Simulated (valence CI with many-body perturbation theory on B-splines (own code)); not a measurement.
Values are calculated unless marked as measured or tabulated.
**Assign the levels of Lu²¹⁺**

Level of theory: relativistic CI+MBPT: four valence electrons over a frozen Dirac-Fock core [Kr] 4d10, a basis of 8 s, 8 p, 9 d, 9 f, 6 g, 3 h, 2 i functions for each j, with the one-electron correlation potential Σ1, the two-electron term Σ2, the three-electron term Σ3, Breit, model QED; selected CI, second order for the rest (own B-spline code, finite nucleus).

No measured spectrum was set against this ion. As an estimate, terms of the open shell hold to a few per cent of their energy, and close levels can change places. Core correlation moves these levels by up to 3200 cm⁻¹, and in measured spectra 5 to 20 % of such shifts remained as error; rates that hang on mixing are uncertain with them. Only levels of the ground parity were solved; by the run's estimate the other parity begins above the list, which can be wrong where configurations are misplaced.

```json
{"No.": "1", "J": "4", "Parity": "even", "E (eV)": "0.0000", "g": "0.626"}
{"No.": "2", "J": "5", "Parity": "even", "E (eV)": "1.176", "g": "0.906"}
{"No.": "3", "J": "6", "Parity": "even", "E (eV)": "2.257", "g": "1.061"}
{"No.": "4", "J": "7", "Parity": "even", "E (eV)": "3.212", "g": "1.152"}
{"No.": "6", "J": "8", "Parity": "even", "E (eV)": "4.064", "g": "1.207"}
{"No.": "7", "J": "1", "Parity": "even", "E (eV)": "4.185", "g": "0.086"}
{"No.": "12", "J": "6", "Parity": "even", "E (eV)": "5.631", "g": "0.873"}
```

Energies count from the lowest level. Strongly mixed levels and levels close to another of their J and parity, and those with J = 0 are left out, so the numbers can have gaps.

Task: Give configuration and LS term of each level.

Result: 1: 4f⁴ ⁵I; 2: 4f⁴ ⁵I; 3: 4f⁴ ⁵I; 4: 4f⁴ ⁵I; 6: 4f⁴ ⁵I; 7: 4f⁴ ⁵F; 12: 4f⁴ ³K.
